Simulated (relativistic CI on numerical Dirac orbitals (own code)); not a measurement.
**Energy levels of Br²⁺**

Calculated at this level of theory: Dirac-Coulomb-Breit CI, separate exchange-only KLI orbitals for each configuration, model QED (radiative potential, 1s self-energy scaled to tabulated hydrogen-like ionisation energies), valence Slater integrals scaled by 0.85, configuration energies shifted to the measured levels that pair with them (semi-empirical) (own radial code, finite nucleus).

CI space (outside the closed core [Ar] 3d10): 4s²4p³, 4s²4p²4d, 4s²4p²5s, 4s²4p²5p, 4s²4p²5d, 4s²4p²6s, 4s4p⁴, 4p⁵, 4s²4p²4f, 4s²4p4d², 4s4p³4d, 4s4p³4f, 4s²4p4f², 4s²4p²6p, 4s²4p²6d, 4s²4p²5f, 4s²4p²5g, 4s²4p²6f, 4p³4d², 4s4p³5s, 4s²4p4d4f, 4s4p³5p, 4p⁴4d, 4s²4p4d5s, 4s4p²4d², 4s4p³6s, 4s4p³5d, 4s²4p5s². Levels of other configurations are missing.

The lowest level is 4s²4p³ ⁴S°3/2, with 96 % of that term; Hund's rules for 4s²4p³ give ⁴S° with J = 3/2, in agreement.

```csv
No.,Configuration,Term,J,E (cm⁻¹),%,Landé g,Lifetime (s)
1,4s²4p³,⁴S°,3/2,0.0,96,1.992,
2,4s²4p³,²D°,3/2,15679.8,89,0.848,9.56e-01
3,4s²4p³,²D°,5/2,16772.6,97,1.200,1.62e+01
4,4s²4p³,²P°,1/2,26608.6,96,0.666,1.42e-01
5,4s²4p³,²P°,3/2,28062.7,87,1.295,5.91e-02
6,4s4p⁴‡,⁴P,5/2,94384.9,86,1.598,6.57e-09
7,4s4p⁴‡,⁴P,3/2,96863.8,86,1.733,6.27e-09
8,4s4p⁴‡,⁴P,1/2,98066.0,85,2.665,6.01e-09
9,4s4p⁴‡,²D,3/2,118144.8,69,0.812,3.82e-09
10,4s4p⁴‡,²D,5/2,118770.0,70,1.203,4.39e-09
11,4s²4p²4d‡,²P,3/2,129278.8,71,1.318,6.92e-09
12,4s²4p²4d‡,²P,1/2,131596.6,67,0.713,6.06e-09
13,4s²4p²4d‡,⁴F,3/2,134121.4,92,0.436,4.51e-08
14,4s²4p²4d‡,⁴F,5/2,134998.5,88,1.058,2.90e-08
15,4s²4p²4d‡,⁴F,7/2,136444.5,89,1.254,7.16e-08
16,4s²4p²4d‡,⁴F,9/2,138406.8,96,1.330,4.68e-01
17,4s²4p²4d‡,⁴D,5/2,139264.2,45,1.113,8.83e-09
18,4s²4p²4d‡,⁴D,1/2,139277.1,65,0.665,4.47e-09
19,4s²4p²4d‡,⁴D,3/2,139716.7,92,1.172,8.30e-09
20,4s4p⁴‡,²S,1/2,139964.1,42,1.295,2.87e-09
21,4s²4p²4d‡,⁴D,7/2,140002.5,62,1.332,
22,4s²4p²4d‡,²F,5/2,141322.7,52,1.089,5.78e-09
23,4s²4p²4d‡,²F,7/2,144443.5,68,1.220,2.03e-08
24,4s²4p²5s,⁴P,1/2,145497.8,93,2.585,3.55e-10
25,4s²4p²5s,⁴P,3/2,147670.4,95,1.723,3.23e-10
26,4s²4p²5s,⁴P,5/2,150257.1,92,1.584,2.33e-10
27,4s²4p²5s,²P,1/2,151529.1,91,0.754,2.16e-10
28,4s²4p²5s,²P,3/2,154288.1,79,1.272,2.44e-10
29,4s²4p²4d‡,²G,7/2,155449.5,95,0.896,6.69e-09
30,4s²4p²4d‡,²G,9/2,155818.3,96,1.116,1.02e-01
31,4s²4p²4d‡,⁴P,5/2,156881.4,79,1.585,6.36e-11
32,4s²4p²4d‡,⁴P,3/2,158126.3,79,1.693,5.93e-11
33,4s²4p²4d‡,⁴P,1/2,158783.9,81,2.635,5.62e-11
34,4s²4p²4d‡,²D,3/2,159083.7,65,0.879,6.68e-10
35,4s²4p²5s,²D,5/2,161149.9,55,1.218,1.72e-09
36,4s²4p²5s,²D,3/2,164541.1,63,0.838,1.05e-10
37,4s²4p²4d‡,²D,5/2,165232.4,52,1.177,7.74e-11
38,4s²4p²4d‡,²P,3/2,167476.2,49,1.324,6.76e-11
39,4s²4p²4d‡,²P,1/2,168841.6,71,0.703,7.62e-11
40,4s²4p²4d‡,²F,5/2,169822.2,77,0.908,6.24e-11
41,4s²4p²4d‡,²F,7/2,170070.7,90,1.141,5.58e-11
42,4s²4p²5p,²S°,1/2,171452.2,63,1.534,2.03e-09
43,4s²4p²4d‡,²D,3/2,173074.8,62,0.871,7.45e-11
44,4s²4p²4d‡,²D,5/2,173105.3,73,1.200,1.02e-10
45,4s²4p²5p,⁴D°,1/2,173221.4,73,0.504,1.88e-09
46,4s²4p²5p,⁴D°,3/2,173806.0,84,1.255,1.75e-09
47,4s²4p²4d‡,²P,1/2,174606.7,26,1.280,5.54e-11
48,4s²4p²5p,⁴D°,5/2,175853.3,89,1.386,1.72e-09
49,4s²4p²4d‡,²P,3/2,176466.6,54,1.262,5.81e-11
50,4s²4p²5p,⁴P°,3/2,176691.2,38,1.464,1.68e-09
51,4s²4p²5s,²S,1/2,177141.9,26,1.403,5.57e-11
52,4s²4p²5p,⁴P°,1/2,177644.9,90,2.547,1.64e-09
53,4s²4p²5p,²D°,3/2,178218.4,67,1.150,1.87e-09
54,4s²4p²5p,⁴D°,7/2,178322.5,95,1.418,1.71e-09
55,4s²4p²5p,⁴P°,5/2,178871.3,53,1.421,1.84e-09
56,4s²4p²5p,⁴S°,3/2,180226.1,55,1.842,1.37e-09
57,4s²4p²4d‡,²D,5/2,180597.6,79,1.186,6.63e-11
58,4s²4p²4d‡,²D,3/2,181375.6,86,0.804,7.28e-11
59,4s²4p²5p,²D°,5/2,182075.7,59,1.329,2.01e-09
60,4s²4p²5p,²P°,3/2,183281.9,89,1.297,2.13e-09
61,4s²4p²5p,²P°,1/2,183437.9,89,0.738,2.20e-09
62,4s²4p²5s,²S,1/2,184163.8,61,1.979,9.04e-10
63,4s²4p²5p,²F°,5/2,190403.0,58,1.006,1.78e-09
64,4s²4p²5p,²D°,3/2,191160.2,82,0.892,1.72e-09
65,4s²4p²5p,²F°,7/2,191332.7,95,1.154,1.87e-09
66,4s²4p²5p,²D°,5/2,191337.2,61,1.089,1.88e-09
67,4s²4p²5p,²P°,1/2,194795.0,97,0.678,1.63e-09
68,4s²4p²5p,²P°,3/2,196203.2,88,1.304,1.72e-09
69,4s²4p²5p,²P°,1/2,209230.2,96,0.667,1.77e-09
70,4s²4p²5p,²P°,3/2,209782.8,96,1.333,1.65e-09
```

Energies count from the lowest computed level; ° marks odd parity; lifetimes are radiative, by E1, M1, E2 decay to levels of this space only; some are left blank where a channel outside the calculation adds to the decay or the decay crosses a small, uncertain gap. ‡ marks configurations that were not tied to measured data.

The mean weight of the leading LS term, summed over parents, in these 70 levels is 75 %, and that of the leading jj configuration (from the same eigenvectors) 53 %, so LS coupling describes them better.

Configurations whose levels could be paired with our table of measured levels were shifted onto them, all but the ground configuration, by the median error of their levels; single terms can still be off by 1,000 to 2,000 cm⁻¹ or more, and rates follow the energies as ν³ (E1, M1) or ν⁵ (E2). The others borrow a shift and can be off by several thousand cm⁻¹ or more. The fine structure of a lone outer electron comes out too small, for d and f at times inverted, and misplaced configurations move strength between like terms. 10 of the 20 excited levels that our extract of the measured tables holds in this range could be paired (the sources list more); they are missed by 194 cm⁻¹ on average and 974 at most, after the shifts were fitted to these levels, and levels without a partner can miss by more. Some levels of the ground configuration have no partner and can miss by 10 % or more.

LS names give the leading component of a level, which can be under half, so a name can repeat, a term be missing and a line seem to break the LS rules.
